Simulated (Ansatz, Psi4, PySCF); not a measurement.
C3H6Cl (SMILES C[CH]CCl), doublet, at a GFN2-xTB geometry. Base run: PySCF with PBE/STO-3G.

Geometry (Å):
```xyz
10

C      0.8352    -0.0117    -0.9378
C      2.0847    -0.1776    -0.1695
C     -0.2545     0.7774    -0.4664
H      0.6770    -0.6635    -1.7825
H      2.0852    -1.1375     0.3580
Cl    -1.3501    -0.2834     0.7159
H      2.9485    -0.1891    -0.8352
H      2.2032     0.6122     0.5684
H      0.0237     1.6005     0.1846
H     -0.9778     1.0666    -1.2214
```
Charge 0, spin multiplicity 2.
Orbitals are unrestricted.
All else is at PySCF's defaults.

The same geometry, method and basis name were run in Ansatz (a quantum-chemistry and plane-wave program) and Psi4 and PySCF, at each program's defaults and at the settings that a row names. The base is PySCF at its defaults. Differences at the defaults can come from grids, fitting, cores and function types together.

| code and settings | ΔE vs base (µEh) | basis functions | E (Eh) | SCF cycles | dipole (D) |
|---|---|---|---|---|---|
| PySCF, defaults (exact integrals, its default grid, spherical functions) | 0.0 | 30 | -571.27035 | 10 | 2.66 |
| Psi4, defaults (density fitting with its default set, its default grid, spherical functions) | -1779 | 30 | -571.27213 | 9 | 2.66 |
| Ansatz, defaults (factorised integrals, its default grid, spherical functions) | -6.6 | 30 | -571.27035 | - | - |
| PySCF, density fitting with def2-universal-jkfit | -1770 | 30 | -571.27212 | 10 | 2.66 |
| PySCF, fine grid | -3.6 | 30 | -571.27035 | 10 | 2.66 |
| Psi4, exact integrals, spherical functions, fine grid | -4.1 | 30 | -571.27035 | 12 | 2.66 |
| Ansatz, high accuracy | -4.1 | 30 | -571.27035 | - | - |

Open shells are given as the SCF converged; they aren't shown to be the lowest states, and a large step between rows can be another state.
